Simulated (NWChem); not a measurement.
System: AlH₂Br; SMILES [Br][AlH2]

```xyz
4

Al     0.0000     0.0000    -1.5683
H      0.0000     1.3999    -2.3003
H      0.0000    -1.3999    -2.3003
Br     0.0000     0.0000     0.6907
```
Atoms are numbered in this order, from 1.

Level: PBE0/def2-SVP (NWChem), optimised geometry, unscaled harmonic frequencies. This build's default masses of Se (78.918 u) and Br (79.917 u) are each other's, which moves their modes by up to 0.6 %.

Problem. List the harmonic frequencies with IR intensities, and the thermochemistry.

Solution. 
| frequency (cm⁻¹) | IR intensity (km/mol) |
|---|---|
| 421 | 40.9 |
| 497 | 54.8 |
| 598 | 211.3 |
| 780 | 317.9 |
| 1968 | 87.3 |
| 1985 | 213.1 |

The zero-point energy comes out as 8.9 kcal/mol, the thermal correction to the enthalpy at 298.15 K (with zero-point energy) comes out as 11.8 kcal/mol and the heat capacity Cv is 10.4 cal/(mol K). The entropy at 298.15 K and 1 atm (symmetry number 2) comes out as 63.2 cal/(mol K) and the dipole moment comes out as 1.21 D.

Rigid rotor and harmonic oscillator.
